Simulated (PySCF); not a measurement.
PySCF was given this input:
```python
from pyscf import gto, scf, dft

mol = gto.M(
    atom='''
C     0.050200    0.005038    0.492318
F    -0.077485    1.091860   -0.215355
F    -0.063567   -1.079990   -0.214348
H     0.839695    0.040028    1.239690
''',
    basis='def2-svp',
    charge=0,
    spin=1,
    verbose=4,
)

mf = dft.UKS(mol)
mf.xc = 'b3lyp'
mf.kernel()
g = mf.nuc_grad_method()
grad = g.kernel()
```

### Question
What does this run give for the HOMO energy, nuclear repulsion energy, number of basis functions, total energy?

### Answer

| Item | Value |
|---|---|
| HOMO energy | -5.85 eV |
| nuclear repulsion energy | 71.2563 Eh |
| number of basis functions | 47 |
| total energy | -238.128936 Ha |

These values belong to the state on which the SCF converged, which isn't shown to be the lowest.
